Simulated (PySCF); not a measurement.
## Ca⁺: excitation energy

Ca⁺ [Ar] 4s1 (2S) → Ca⁺ [Ar] 3d1 (2D), as a difference of total energies. Calculation: PySCF 2.14, in aug-cc-pwCVTZ-X2C; scalar relativity by spin-free X2C-1e. Correlated levels: valence and next inner shell: [Ne] frozen; nothing frozen. The calculations carry no spin-orbit coupling.

```tsv
method	excitation energy (cm⁻¹)
UHF	16341
LDA	10468
PBE	9778.3
PBE0	10494
r2SCAN	9239.3
HSE06	10593
BLYP	10345
PW91	9581.2
M06-L	6917.2
MP2 (valence and next inner shell)	16243
SCS-MP2 (valence and next inner shell)	16092
MP2 (all electrons)	16415
SCS-MP2 (all electrons)	16249
```

Errors of the correlated levels include the incompleteness of this basis and the frozen core.

For comparison: 13687 cm⁻¹ (measured; NIST levels, between the centres of gravity of the two terms).
